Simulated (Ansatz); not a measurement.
`F[SiH](F)[SiH](Cl)Cl` + H–F → `F[SiH](F)F` + `Cl[SiH2]Cl`  (cleavage of the Si–Si bond)

Gas-phase electronic energies from Ansatz, PBE0-D4/def2-TZVP geometries. CBS: MP2 limit from def2 TZ/QZ plus the TZ coupled-cluster correction, frozen cores. This one scheme is used for every species. Each species was taken in one conformer, which may not be the lowest.

| level | ΔE (kJ/mol) |
| --- | --- |
| SCS-MP2/def2-TZVPP | -191.0 |
| CCSD/def2-TZVPP | -186.7 |

**Question.** What does CCSD(T)/CBS give? (An estimate is asked.)

**Answer.** Ansatz gave: -178.3 kJ/mol. The listed levels differ from it by -12.7, -8.4 kJ/mol.

Largest T1 diagnostic among the species: 0.012.

Leaving LDA and LC-ωPBE aside and taking each functional with its dispersion term where it has one, the values, not all of them listed here, spread over 40.5 kJ/mol, from B2PLYP to revPBE-D4. The D4 term adds +12.5 kJ/mol with B3LYP and +7.1 kJ/mol with PBE0; it sums over pairs of atoms, weighted by their polarisabilities, and B3LYP, whose exchange is more repulsive, gets the larger term. From PBE to PBE0 (25 % exact exchange), in def2-TZVPP and without D4, ΔE moves by −8.7 kJ/mol.

B3LYP here is the variant with VWN-RPA as its local correlation; programs differ in this.
